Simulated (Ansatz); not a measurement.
C2H5BClF can be A, `CB(F)CCl`, or B, `BCC(F)Cl`.

Gas-phase electronic energies from Ansatz, PBE0-D4/def2-TZVP geometries. CBS: MP2 limit from def2 TZ/QZ plus the TZ coupled-cluster correction, frozen cores. DFT in def2-TZVPP. B3LYP here is the variant with VWN-RPA as its local correlation; programs differ in this. Each species was taken in one conformer, which may not be the lowest.

Question: Which is lower in electronic energy at CCSD(T)/CBS, and by how much? (Estimate.)

Answer: Ansatz gave: A, by 263.9 kJ/mol.

Question: Give E(B) − E(A) in kJ/mol with CCSD/def2-TZVPP, PBE0-D4, B2PLYP, B3LYP, B3LYP-D4, PBE-D4, MP2/def2-TZVPP. (An estimate is asked.)

Answer: Ansatz gave: CCSD/def2-TZVPP 264.5, PBE0-D4 262.1, B2PLYP 265.2, B3LYP 262.9, B3LYP-D4 262.9, PBE-D4 259.6, MP2/def2-TZVPP 269.3. None reverses the order clearly.

Largest T1 diagnostic: 0.011.

In def2-TZVPP, CCSD(T) changes the Hartree–Fock value by +5.3 kJ/mol (the triples alone add −0.3 kJ/mol) and MP2 by +10.4 kJ/mol.
